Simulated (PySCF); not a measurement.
B(Me)(OMe)(SMe) (C3H9BOS), SMILES CSB(OC)C. Atoms are numbered in the order given.

```xyz
15

B      0.0777     0.5094     0.1884
C      0.3738     1.9148     0.8327
H      0.9787     1.8491     1.7476
H     -0.5675     2.4331     1.0840
H      0.9071     2.5655     0.1186
O     -0.6491     0.3381    -0.9478
C     -1.2065     1.4138    -1.6552
H     -0.4327     2.1140    -2.0127
H     -1.7398     1.0128    -2.5288
H     -1.9257     1.9802    -1.0398
S      0.7303    -0.9761     0.9848
C      0.1378    -2.3031    -0.1010
H     -0.9594    -2.3180    -0.1340
H      0.5041    -3.2527     0.3103
H      0.5236    -2.1728    -1.1204
```
Charge 0, spin multiplicity 1.

Coordinates come from a PBE0-D3(BJ)/def2-SVP optimisation. One conformer was computed; it need not be the lowest.

Level of theory: HF/pcSseg-1 run with PySCF.

GIAO shieldings, no solvent; atoms alike by connectivity are averaged. δ = σ(ref) − σ: ¹¹B against BF3 (σ = 102.7 ppm); ¹³C against TMS (σ = 192.6 ppm); ¹H against TMS (σ = 31.99 ppm); ¹⁷O against H2O (σ = 333.0 ppm); ³³S against H2S (σ = 725.2 ppm), references at their B3LYP-D3(BJ)/def2-TZVP geometries, non-relativistic.

| atoms | nucleus | count | δ (ppm) |
|---|---|---|---|
| B1 | ¹¹B | 1 | ? |
| C7 | ¹³C | 1 | 51.2 |
| C12 | ¹³C | 1 | 13.7 |
| C2 | ¹³C | 1 | 4.5 |
| H8, H9, H10 | ¹H | 3 | 3.81 |
| H13, H14, H15 | ¹H | 3 | ? |
| H3, H4, H5 | ¹H | 3 | ? |
| O6 | ¹⁷O | 1 | 98.1 |
| S11 | ³³S | 1 | ? |

Question: Some entries are withheld; supply them. (The exact figures need the calculation; the answer reports its results.)

Answer: 
- S11, δ (ppm): 107.0
- H3, H4, H5, δ (ppm): 0.81
- B1, δ (ppm): 39.3
- H13, H14, H15, δ (ppm): 2.13
